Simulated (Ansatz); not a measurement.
`BO[SiH](C)Br` + `[CH3][GeH2][F]` → `C[SiH](C)Br` + `B[O][GeH2][F]`  (redistribution)

Isolated molecules relaxed with PBE0-D4/def2-TZVP in Ansatz; ΔE leaves out vibrations. CCSD(T)/CBS is the MP2 limit (def2-TZVPP, def2-QZVPP) plus CCSD(T) − MP2 in def2-TZVPP, frozen cores. DFT in def2-TZVPP. For Br, Ge outer-core shells are correlated without core-valence functions, which leaves a few kJ/mol of doubt a bond. Scalar relativity is left out up to krypton. Each species was taken in one conformer, which may not be the lowest.

`BO[SiH](C)Br`:

```xyz
11

B    -1.990   -0.878    0.720
O    -1.004   -0.568   -0.145
Si    0.633   -0.423   -0.179
C     1.075    1.278   -0.745
Br    1.490   -0.786    1.839
H    -3.114   -0.868    0.303
H    -1.733   -1.147    1.860
H     1.147   -1.489   -1.066
H     0.640    1.469   -1.729
H     2.159    1.386   -0.814
H     0.698    2.026   -0.045
```

`[CH3][GeH2][F]`:

Z-matrix (Å, degrees):
```
C
Ge 1 1.936
H 1 1.090 2 109.9
H 1 1.092 2 110.2 3 120.0
H 1 1.090 2 109.9 3 -120.0
F 2 1.748 1 106.4 3 59.8
H 2 1.538 1 113.5 3 175.4
H 2 1.538 1 113.5 3 -55.8
```

`C[SiH](C)Br`:

Cartesian coordinates in Å:
```
C -0.516 0.366 1.461
Si 0.262 0.576 -0.216
C 0.064 -0.929 -1.291
Br 2.450 0.957 0.066
H -0.088 -0.493 1.981
H -1.593 0.205 1.357
H -0.359 1.253 2.077
H -0.276 1.782 -0.897
H 0.500 -1.807 -0.811
H -0.997 -1.125 -1.471
H 0.555 -0.786 -2.256
```

`B[O][GeH2][F]`:

Z-matrix (Å, degrees):
```
Ge
O 1 1.778
F 1 1.730 2 105.1
H 1 1.530 2 110.2 3 115.4
H 1 1.526 2 107.2 3 -114.1
B 2 1.348 1 124.8 3 -93.4
H 6 1.199 2 117.8 1 177.6
H 6 1.206 2 120.5 1 -3.0
```

```tsv
level	ΔE (kJ/mol)
PBE0	47.4
CCSD/def2-TZVPP	48.6
```

Q: What does CCSD(T)/CBS give? (An estimate is asked.)

A: The calculation gave: +51.3 kJ/mol. The listed levels differ from it by -3.9, -2.7 kJ/mol.

Largest T1 diagnostic among the species: 0.013.

In def2-TZVPP, CCSD(T) changes the Hartree–Fock value by −5.2 kJ/mol (the triples alone add −1.7 kJ/mol) and MP2 by −4.8 kJ/mol.
